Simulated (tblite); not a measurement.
F (SMILES [F-]), charge -1, singlet; tblite with GFN1-xTB.

The tblite input:
```
$ tblite run mol.xyz --method gfn1 --charge -1 --spin 0 --guess eeq --json tblite.json --no-restart

# file mol.xyz
1

F      0.00000000     0.00000000     0.00000000
```

What the program printed (banner, timings and long lists left out):

```
xTB calculator
 | screened Coulomb repulsion
 | Coulomb electrostatics
 |  * isotropic Klopman-Ohno-Mataga-Nishimoto electrostatics
 |  * onsite third-order electrostatics
 | DFT-D3(BJ) dispersion correction

halogen bonding energy    0.0000000000000E+00 Eh
repulsion energy          0.0000000000000E+00 Eh
dispersion energy         0.0000000000000E+00 Eh
number of electrons       8.0000000000000E+00 e
integral cutoff           1.4084350578267E+01 bohr

------------------------------------------------------------
  cycle        total energy    energy error   density error
------------------------------------------------------------
      1     -5.322297034838  -5.3222970E+00   2.8571427E-01
      2     -5.322297034838   0.0000000E+00   1.7142856E-01
      3     -5.322297034838   0.0000000E+00   1.0284685E-05
------------------------------------------------------------

electronic energy        -5.3222970348379E+00 Eh
total energy             -5.3222970348379E+00 Eh

Post processing:
 | Mayer-Wiberg bond orders

[Info] JSON dump of results written to 'tblite.json'
```
